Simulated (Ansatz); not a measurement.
Diatomic NaC-, multiplicity 5 (an upper state: multiplicity 3 came lower at CCSD(T)/def2-TZVPP on PBE0 minima).

Seven points along R, fitted to fifth degree in 1/R; most abundant isotopes. In def2 and cc sets the state is the lowest found near the PBE0 minimum, followed along R.

Programs: Ansatz (a program for electronic structure) with Gaussian orbitals. Each number belongs to the level named beside it.

```json
[
 {"level": "PBE/def2-TZVPP", "r_e (Å)": "2.382", "ω_e (cm⁻¹)": "319", "B_e (cm⁻¹)": "0.377", "ω_e x_e (cm⁻¹)": "3.4"},
 {"level": "PBE0/def2-TZVPP", "r_e (Å)": "2.362", "ω_e (cm⁻¹)": "334", "B_e (cm⁻¹)": "0.383", "ω_e x_e (cm⁻¹)": "3.6"},
 {"level": "wB97X-V/def2-TZVPP", "r_e (Å)": "2.366", "ω_e (cm⁻¹)": "338", "B_e (cm⁻¹)": "0.382", "ω_e x_e (cm⁻¹)": "3.4"},
 {"level": "CCSD/def2-TZVPP", "r_e (Å)": "2.356", "ω_e (cm⁻¹)": "337", "B_e (cm⁻¹)": "0.385", "ω_e x_e (cm⁻¹)": "3.3"},
 {"level": "CCSD(T)/def2-TZVPP", "r_e (Å)": "2.356", "ω_e (cm⁻¹)": "336", "B_e (cm⁻¹)": "0.385", "ω_e x_e (cm⁻¹)": "3.2"}
]
```

Correlated levels freeze the inner cores; with def2 sets outer-core shells near the valence are correlated too.
